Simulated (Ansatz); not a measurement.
System: BeH2, charge 0, triplet. This triplet is an excited state, 3.5 eV above the singlet at CCSD(T)/def2-QZVPP (Ansatz, a program for electronic structure). BeH2 (parent SMILES [BeH2], triplet).
B3LYP-D3(BJ)/def2-TZVP minimum from Ansatz:
```
Be
H 1 1.4435
H 2 1.0523 1 68.62
```
Charge 0, spin multiplicity 3.

Total energies in def2-QZVPP, 4 correlated electrons, 1 frozen orbitals. Radicals and triplets start from unrestricted determinants; spin-orbit coupling is neglected. Correlated methods leave the cores frozen. No relativity. Full CI freezes restricted core orbitals and the other rows unrestricted ones, which leaves a small offset even where coupled cluster is exact. The spin of H2Be (parent SMILES [BeH2], triplet) was assumed, and the state is the lowest solution found for it.

```csv
method,program,energy (Eh),error against FCI (mEh)
HF,Ansatz,-15.66096,63.62
MP2,Ansatz,-15.71108,13.51
CCSD,Ansatz,-15.72302,1.56
CCSD(T),Ansatz,-15.72427,0.32
CCSDT(Q),Ansatz,-15.72460,-0.01
FCI,Ansatz,-15.72458,0.00
```

Rough core times of Ansatz's runs on a shared machine: CCSD(T) under 20 s, CCSDT(Q) 40 s, FCI 50 s.
